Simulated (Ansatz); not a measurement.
## One arrangement of a pair

The pair of H2 (SMILES [H][H], atoms 1–2) and BCl3 (SMILES ClB(Cl)Cl, atoms 3–6), both closed shells, in one local arrangement (a lower one may exist), relaxed at PBE0-D4/def2-TZVP:

H1  (0.129, 0.004, -2.172)
H2  (-0.480, -0.420, -2.096)
Cl3  (1.695, 0.725, 0.844)
B4  (0.087, 0.104, 1.066)
Cl5  (-1.267, 1.191, 1.102)
Cl6  (-0.164, -1.604, 1.257)
(Å)

Ansatz 0.2.0; basis: def2-TZVPPD, with def2-QZVPPD for the basis limit; cores frozen in the correlated methods. B3LYP uses VWN-RPA correlation. Extrapolation: Hartree–Fock as exp(−7.88 √X), correlation as X^−2.97. Interaction energies count from these two fragments, frozen as in the pair, with the counterpoise correction; negative means bound.

Task: What is the interaction energy by CCSD(T) at an estimated basis limit (MP2 extrapolated from triple and quadruple zeta, plus CCSD(T) − MP2 in triple zeta)? (To be estimated.)

Result: Computed: -0.66 kcal/mol. Hartree–Fock alone gives 0.28 kcal/mol at the basis limit, so without correlation the pair would not bind at this distance. It counts from the two fragments frozen as in the pair.

The same quantity by other methods in triple zeta, and each one's difference from that estimate:
| method | E_int (kcal/mol) | difference |
| --- | --- | --- |
| PBE-D4 | -0.78 | -0.12 |
| revPBE-D4 | -0.54 | 0.12 |
| BLYP-D4 | -0.34 | 0.32 |
| r2SCAN-D4 | -0.49 | 0.17 |
| B97M-V | -0.63 | 0.03 |
| PBE0-D4 | -0.72 | -0.06 |
| B3LYP-D4 | -0.50 | 0.16 |
| HSE06-D4 | -0.72 | -0.06 |
| wB97X-V | -0.73 | -0.07 |
| wB97M-V | -0.67 | -0.01 |
| B2PLYP | -0.05 | 0.61 |
| HF | 0.29 | 0.95 |
| MP2 | -0.53 | 0.13 |
| CCSD | -0.40 | 0.26 |
| CCSD(T) | -0.50 | 0.16 |
Differences are method less estimate.

Basis-set superposition shift (counterpoise-corrected less uncorrected): CCSD(T) 0.28; MP2 0.28; HF 0.09; PBE0-D4 0.08; wB97M-V 0.06 kcal/mol.

T1 diagnostic: at most 0.012.

For scale, one of the runs: CCSD(T)/def2-TZVPPD, 224 basis functions, launched by `ansatz run in.yaml --threads 4 --pin off --events-out ev --progress --plain --max-ram 9574MiB`. Time: 64 s of wall clock on 4 CPU threads of an Arm Neoverse V1; the host was shared. Peak host memory: 3.3 GiB.
